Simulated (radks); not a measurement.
The numbers below are computed, except where a source is named.
Kinetic energies: the exact non-interacting value of the Kohn-Sham orbitals and orbital-free approximations, as 100 (|E| - |E exact|)/|E exact|, negative where the magnitude is too small. Species: Au [Xe] 4f14 5d10 6s1; K [Ar] 4s1. Code: a radial shooting solver on a logarithmic mesh with Libxc functionals. Model: non-relativistic Kohn-Sham, r2SCAN, spin-polarised, spherical densities, point nucleus; meta-GGA in the generalised Kohn-Sham scheme. Every spin shell is full or empty, so the densities are truly spherical. Functionals are evaluated on that one density, not self-consistently.

functional            Au        K
exact (hartree)  17865.4  599.263
Thomas-Fermi       -4.64    -6.96
von Weizsacker    -64.43   -42.45
TF + vW           +30.93   +50.59
TF + vW/9          -0.69    -0.57
TF + vW/5          +2.48    +4.55
LC94               +0.02    +0.16
Thakkar            -0.78    -0.12
LKT               +15.99   +28.57
